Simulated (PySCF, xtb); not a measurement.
C4H5ClSi, SMILES C(/[SiH2]Cl)=C/C#C.

GFN2-xTB (xtb) at its own geometry gives an orbital gap of 3.66 eV and a dipole moment of 2.28 D.

Coordinates come from a TPSSh-D3(BJ)/def2-SVP optimisation. The structure was generated by enumeration; whether it is a known compound was not checked. The values are those of a single conformer.

Problem. What does PBE0/def2-TZVP (PySCF) give? (An estimate is asked for; the answer gives what the named calculation found.)

Solution. gap 5.76 eV (levels -7.53 and -1.77 eV), dipole 1.94 D.
